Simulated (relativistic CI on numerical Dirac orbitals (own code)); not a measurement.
Radial parameters of Pt XI

Computed by Dirac-Coulomb-Breit CI, orbitals from a KLI potential per configuration, a model potential for QED, unscaled Slater integrals (own radial code, finite nucleus).

Slater integrals F^k, G^k are unscaled and averaged over j, outside the closed core [Kr] 4d10; ζ comes from projecting the Hamiltonian with its Breit term on Σ l·s of the shell.

- 4f¹⁴5s²5p⁵5d: ζ(5p) = 94009, F^2(5p,5d) = 92188, G^1(5p,5d) = 112890, G^3(5p,5d) = 71490, ζ(5d) = 8010 cm⁻¹; <r>(5p) = 1.017, <r^2>(5p) = 1.158, <r>(5d) = 1.211, <r^2>(5d) = 1.646 (bohr units).
- 4f¹⁴5s5p⁶5d: G^2(5s,5d) = 79609, ζ(5d) = 7998 cm⁻¹; <r>(5s) = 0.9141, <r^2>(5s) = 0.9324, <r>(5d) = 1.21, <r^2>(5d) = 1.643 (bohr units).
- 4f¹⁴5s²5p⁵5f: ζ(5p) = 95294, F^2(5p,5f) = 60689, G^2(5p,5f) = 43768, G^4(5p,5f) = 30099, ζ(5f) = 601.3 cm⁻¹; <r>(5p) = 1.013, <r^2>(5p) = 1.15, <r>(5f) = 1.643, <r^2>(5f) = 3.053 (bohr units).

In this model ζ of a weakly bound d, f or g electron outside closed shells comes out too small, for d by up to a factor of two or three and at times with the wrong sign; that of an outer p electron is too small as well.

Averages of the first 10 configurations, taken without configuration mixing, which lowers the lowest level and can move excited configurations by several eV; other configurations of the list can lie among them:

```json
{"Configuration": "4f¹⁴5s²5p⁶", "Parity": "even", "States": "1", "Average energy above the lowest level (eV)": "0.1"}
{"Configuration": "4f¹⁴5s²5p⁵5d", "Parity": "odd", "States": "60", "Average energy above the lowest level (eV)": "62.7"}
{"Configuration": "4f¹⁴5s5p⁶5d", "Parity": "even", "States": "20", "Average energy above the lowest level (eV)": "117.1"}
{"Configuration": "4f¹⁴5s²5p⁵5f", "Parity": "even", "States": "84", "Average energy above the lowest level (eV)": "122.7"}
{"Configuration": "4f¹³5s²5p⁶5d", "Parity": "odd", "States": "140", "Average energy above the lowest level (eV)": "89.9"}
{"Configuration": "4f¹⁴5s²5p⁵6s", "Parity": "odd", "States": "12", "Average energy above the lowest level (eV)": "95.1"}
{"Configuration": "4f¹⁴5s²5p⁵5g", "Parity": "odd", "States": "108", "Average energy above the lowest level (eV)": "157.1"}
{"Configuration": "4f¹⁴5s5p⁶5f", "Parity": "odd", "States": "28", "Average energy above the lowest level (eV)": "177.7"}
{"Configuration": "4f¹⁴5s²5p⁵6p", "Parity": "even", "States": "36", "Average energy above the lowest level (eV)": "112.4"}
{"Configuration": "4f¹³5s²5p⁶6s", "Parity": "odd", "States": "28", "Average energy above the lowest level (eV)": "124.2"}
```
